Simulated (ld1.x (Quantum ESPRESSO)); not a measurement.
# lithium: one change to a TM potential, before and after

```json
{
  "Element": "lithium",
  "Generator": "ld1.x (Quantum ESPRESSO) 7.5",
  "Type": "norm-conserving Troullier–Martins (Kleinman–Bylander form)",
  "Functional": "Wu–Cohen",
  "Relativity": "scalar-relativistic",
  "Frozen core": "[He]",
  "Valence charge": "1",
  "Reference configuration": "2s0 2p1",
  "Partial waves": "2p (bound): rc 4.20 bohr; 2s (bound, empty): rc 3.50 bohr",
  "Local potential": "the s channel",
  "Core correction": "Bessel-smoothed model core inside 2.60 bohr"
}
```

Change: type PAW; waves now 2s (bound): rcut 3.05, rcutus 3.50 bohr; 2s channel at 0.7 Ry: rcut 3.05, rcutus 3.50 bohr; 2p (bound): rcut 3.65, rcutus 4.20 bohr; 2p channel at 1.05 Ry: rcut 3.65, rcutus 4.20 bohr; local potential all-electron potential smoothed inside 2.70 bohr (lloc = -1); augmentation PSQ, radius 2.75 bohr.

Cutoffs: the cutoffs (Ry, on a coarse ladder) from which the occupation-weighted sum of valence levels, in a spherical-Bessel basis at the reference potential, stays within 10 and 1 mRy of its value at 400 Ry; they do not see the model core or the augmentation charge, which bear on the density cutoff. Errors are all-electron minus pseudo energies relative to the spin-unpolarised reference configuration.

Question: What does the change do?

Answer: Both files are so soft that the ladder of cutoffs tells neither apart; the number of tests that count goes from 2 to 0; the range in which the s phases agree widens (upper end 0.5 → 1.9); the range in which the p phases agree widens (upper end 0.7 → 1.7); neither file shows a bound ghost at the reference potential, the only one tested. Several settings change at once here, so the effects cannot be laid on one of them.

```csv
quantity,base,changed
"cutoff, loose",6 Ry,6 Ry
"cutoff, tight",6 Ry,6 Ry
bound ghosts,none,none
"tests counted (converged, no solver errors)",2 of 2,0 of 2
s: phases at 4.57 bohr within 0.05 rad from the reference energy up to (Ry; the scan ends near 5),0.5,1.9
p: phases at 4.57 bohr within 0.05 rad from the reference energy up to (Ry; the scan ends near 5),0.7,1.7
```

Changed file: Tests not counted: 2s1 2p0 (solver errors, printed error -2.4 eV); 2s0.5 2p0 (solver errors, printed error -563 meV).
